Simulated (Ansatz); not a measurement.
`COB(F)Cl` → `F[B]Cl`• + `C[O]`•  (homolysis of the B–O bond)

Program: Ansatz. Geometries: PBE0-D4/def2-TZVP. ΔE: electronic, gas phase. CCSD(T)/CBS is the MP2 limit (def2-TZVPP, def2-QZVPP) plus CCSD(T) − MP2 in def2-TZVPP, frozen cores. This one scheme is used for every species. DFT in def2-TZVPP. B3LYP here is the variant with VWN-RPA as its local correlation; programs differ in this. Open shells (•) are unrestricted, without spin–orbit coupling. Each species was taken in one conformer, which may not be the lowest.

`COB(F)Cl`:

Z-matrix (Å, degrees):
```
C
O 1 1.414
H 1 1.091 2 111.7
H 1 1.091 2 108.6 3 -120.9
H 1 1.090 2 108.2 3 120.8
B 2 1.333 1 126.0 3 5.7
Cl 6 1.765 2 124.1 1 -0.3
F 6 1.320 2 118.3 1 179.8
```

`F[B]Cl`•:

Cartesian coordinates in Å:
```
F 0.402 1.164 -0.335
B -0.373 0.120 -0.313
Cl -0.028 -1.284 0.648
```

`C[O]`•:

Z-matrix (Å, degrees):
```
C
O 1 1.355
H 1 1.100 2 113.5
H 1 1.108 2 105.3 3 -115.7
H 1 1.100 2 113.5 3 128.6
```

| level | ΔE (kJ/mol) |
| --- | --- |
| B2PLYP | 581.1 |
| PBE-QIDH | 592.5 |
| B3LYP | 559.1 |
| BHLYP | 560.1 |
| CCSD/def2-TZVPP | 582.2 |
| MP2/def2-QZVPP | 633.3 |
| SCS-MP2/def2-QZVPP | 622.1 |
| HF/CBS(def2) | 456.6 |

**Question.** What does CCSD(T)/CBS give? (Best estimate.)

**Answer.** The calculation gave: +603.5 kJ/mol. The listed levels differ from it by -22.4, -11.0, -44.4, -43.4, -21.3, 29.8, 18.6, -146.9 kJ/mol.

Largest T1 diagnostic among the species: 0.019.

Leaving LDA and LC-ωPBE aside and taking each functional with its dispersion term where it has one, the values, not all of them listed here, spread over 45.2 kJ/mol, from revPBE-D4 to ωB97M-V. LDA lies +86.2 kJ/mol from PBE without D4, its usual overbinding. In def2-TZVPP, CCSD(T) changes the Hartree–Fock value by +134.4 kJ/mol (the triples alone add +9.1 kJ/mol) and MP2 by +169.4 kJ/mol; breaking electron pairs costs correlation energy, which Hartree–Fock lacks. At CCSD(T), def2-SVP lies −10.3 kJ/mol from the extrapolated value and def2-TZVPP −12.2 kJ/mol.
